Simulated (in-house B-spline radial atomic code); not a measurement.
PBEsol excitations of Cr6+

Method: PBEsol. Computed with a B-spline radial code for spherical atoms: linear response of the closed shell [Ne] 3s2 3p6 with the functional's adiabatic kernel; non-relativistic, point nucleus, no spin-orbit coupling, no double excitations, S, P, D and F terms only. Only terms of natural parity with L up to 3 were computed.

Command:
```bash
python run_td.py task.json out
```
Settings (radii: box in bohr, nucleus in fm):
```
Z                        24
electrons                18
configuration            [Ne] 3s2 3p6
hamiltonian              nr
method                   pbesol
box_radius               14.35
intervals                52
```

Cost of the run: 0.6 s on 1 thread of Intel(R) Xeon(R) Platinum 8488C (Sapphire Rapids), on a shared host.

The lowest states, in the order of their Tamm-Dancoff energies; the method's threshold (minus the highest occupied level) is 148.26 eV. Labels give the largest channel, * marks a mixed state, and oscillator strengths are full-response dipole values. Semilocal kernels can invert the small singlet-triplet splittings of Rydberg terms. Energies in eV:

```json
{"state": "3p → 3d 3P", "full response": "?", "Tamm-Dancoff": "?", "oscillator strength": "-"}
{"state": "3p → 3d 3F", "full response": "42.97", "Tamm-Dancoff": "43.11", "oscillator strength": "-"}
{"state": "3p → 3d 1F", "full response": "46.91", "Tamm-Dancoff": "46.94", "oscillator strength": "-"}
{"state": "3p → 3d 1P", "full response": "?", "Tamm-Dancoff": "?", "oscillator strength": "?"}
{"state": "3s → 3d 3D", "full response": "72.39", "Tamm-Dancoff": "72.45", "oscillator strength": "-"}
{"state": "3s → 3d 1D", "full response": "77.11", "Tamm-Dancoff": "77.24", "oscillator strength": "-"}
{"state": "3p → 4s 3P", "full response": "80.96", "Tamm-Dancoff": "80.98", "oscillator strength": "-"}
{"state": "3p → 4s 1P", "full response": "81.85", "Tamm-Dancoff": "81.91", "oscillator strength": "0.255"}
{"state": "3p → 4p 3S", "full response": "88.90", "Tamm-Dancoff": "88.93", "oscillator strength": "-"}
{"state": "3p → 4p 3D", "full response": "89.68", "Tamm-Dancoff": "89.69", "oscillator strength": "-"}
```

Where does 3p → 3d 1P lie?

At 60.38 eV in full response, 63.10 eV in Tamm-Dancoff, oscillator strength 3.43.

Where does 3p → 3d 3P lie?

At 42.26 eV in full response, 42.40 eV in Tamm-Dancoff.

How large is the singlet-triplet splitting of 3p → 3d (F terms) in Tamm-Dancoff?

3.84 eV, from the unrounded values.

What polarisabilities and dispersion coefficient does the method give?

Dipole 0.8185 bohr³, quadrupole 0.725 bohr⁵, C6 1.264 hartree·bohr⁶ for two such species.
